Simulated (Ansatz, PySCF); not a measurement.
Molecule: sum formula Si2N2H8 (charge 0, singlet). SMILES: N[SiH2][SiH2]N
Coordinates optimised at B3LYP-D3(BJ)/def2-TZVP (Ansatz, a quantum-chemistry and plane-wave program):
```
Si
N 1 1.7332
H 2 1.0087 1 120.69
H 2 1.0090 3 110.94 1 144.78
H 1 1.4848 2 107.68 3 -55.61
H 1 1.4924 5 105.84 2 -124.19
Si 1 2.3536 5 112.54 6 -120.97
N 7 1.7332 1 104.67 5 -108.68
H 8 1.0087 7 120.69 1 -175.57
H 8 1.0090 9 110.94 7 144.78
H 7 1.4848 8 107.68 9 -55.61
H 7 1.4924 11 105.84 8 -124.19
```
Charge 0, spin multiplicity 1.

PBE beside other levels, property by property. Valence correlation only, unless marked. Open shells are spin-unrestricted. No spin-orbit coupling. No relativistic terms. CBS marks a two-point X^-3 extrapolation of the correlation energy; Hartree-Fock from the larger set. Rows marked 298 K are enthalpies with B3LYP-D3(BJ) harmonic zero-point and thermal terms from PySCF. Atomisation energies are electronic, to ground-state atoms; the column to compare with has the core term from cc-pwCVTZ added, other frozen-core levels have none. The coupled-cluster column (Ansatz) is a level with limits of its own: CCSD(T)/CBS(aug-cc-pV(T+d)Z,aug-cc-pV(Q+d)Z).

| property | PBE/def2-TZVPD (Ansatz) | HSE06/def2-TZVPD (Ansatz) | wB97M-V/def2-TZVPD (Ansatz) | B2PLYP/def2-TZVPD (Ansatz) | coupled cluster |
|---|---|---|---|---|---|
| atomisation energy (kcal/mol) | 916.4 | 906.3 | 921.8 | 904.2 | 923.1 |
| N-Si bond dissociation enthalpy, 298 K, to N[SiH2][SiH2] + [NH2] (NH2) (kcal/mol) | 93.4 | 93.3 | 99.7 | 95.3 | 99.4 |

As the rows show:
- atomisation energy: PBE lies 6.7 kcal/mol below coupled cluster.
- N-Si bond dissociation enthalpy, 298 K, to N[SiH2][SiH2] + [NH2] (NH2): PBE lies 6.0 kcal/mol below coupled cluster.
